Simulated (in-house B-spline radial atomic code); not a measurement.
Values are calculated unless marked as measured or tabulated.
# Extrapolating the RPA correlation energy in partial waves: Kr IV (Kr3+)

All-electron RPA on PBE0 orbitals from a B-spline radial code for spherical atoms, scalar-relativistic (spin-free one-electron X2C), finite nucleus, configuration [Ar] 3d10 4s2 4p3, highest spin. With empty states up to angular momentum L the sums are:

```json
{"L": "4", "E_c(L) (hartree)": "-2.118440"}
{"L": "5", "E_c(L) (hartree)": "-2.250193"}
{"L": "6", "E_c(L) (hartree)": "-2.314411"}
{"L": "7", "E_c(L) (hartree)": "-2.348335"}
```

For large l each further wave adds A/(l + 1/2)⁴, because the basis must build the cusp where two electrons meet.

Problem. Estimate the limit from L = 6 and L = 7.

Solution. Wave 7 adds -0.033924, against a sum of (l + 1/2)⁻⁴ of 3.16049e-04, so A = -107.34. The sum over l > 7 is ζ(4, 8.5) = 6.4602e-04, close to 1/(3 × 8³) = 6.5104e-04. The tail is -0.069343 and the limit -2.41768 hartree.

Problem. How good is the estimate?

Solution. A run to L = 11 sums to -2.38964 and extrapolates to -2.40508 hartree, 1.11 millihartree from the run before, so it has not settled and is itself too deep. The estimate differs from that by -12.60 millihartree, while the bare sum at L = 7 misses 56.7 millihartree (2.4 %).
